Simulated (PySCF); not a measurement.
B3LYP has the VWN-RPA correlation part, as in Gaussian. 

**[Y(CH3)2(Br)] (charge 0, multiplicity 1)**

All values below come from B3LYP-D3(BJ)/def2-TZVP // PBE-D3(BJ)/def2-SVP (PySCF).

| Quantity | Result |
|---|---|
| HOMO | -6.62 eV |
| dipole moment | 4.89 D |
| HOMO–LUMO gap | 4.13 eV |
| LUMO | -2.48 eV |
| charge on the central atom (Mulliken) | 1.32 e |
| total energy | -2692.4645 Ha |
| cost | very roughly 2.3 core-minutes |

```xyz
10

Y     -0.3303    -0.2501     0.6201
C      1.2921     1.2843     1.2450
H      1.8165     1.6438     0.3287
H      2.0793     0.8329     1.8939
H      0.9104     2.1924     1.7641
C      0.8555    -1.9577    -0.4071
H      1.5549    -1.5044    -1.1486
H      0.2351    -2.6942    -0.9653
H      1.4944    -2.5312     0.3055
Br    -2.1391     0.8048    -0.9603
```
